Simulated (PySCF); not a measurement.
**Question.** What does the PBE0-D3(BJ)/def2-SVP structure of `[NH3+][AlH-]([Br])[Br]` look like in three dimensions?

**Answer.** 
```
atom  x, y, z in Å
N1    -1.0057   -0.0003    0.0211
Al2    1.0183   -0.0059    0.2039
Br3    1.4291    1.9206   -0.9675
Br4    1.4196   -1.9379   -0.9610
H5    -1.4292    0.8495    0.3998
H6    -1.4467   -0.8077    0.4671
H7    -1.2341   -0.0384   -0.9753
H8     1.3007    0.0012    1.7592
```

Any rigid rotation of these coordinates is as good. Atoms count from 1 in this order. Al2 (aluminium bonded to 2 Br, N and H) is distorted tetrahedral (angles from 97.5° to 118.2°). N1 (nitrogen bonded to Al and 3 H) is tetrahedral (angles from 107.4° to 112.8°).

Bonds between heavy atoms (Å): N1–Al2 2.032, Al2–Br3 2.292, Al2–Br4 2.291.

The calculation used PBE0-D3(BJ)/def2-SVP geometry optimisation, gas phase in PySCF.

No frequency check.

The run took 46 s wall on an Arm Neoverse V1 with one thread, shared host, and the process peaked at 0.49 GiB of memory. This is the geometry optimisation.
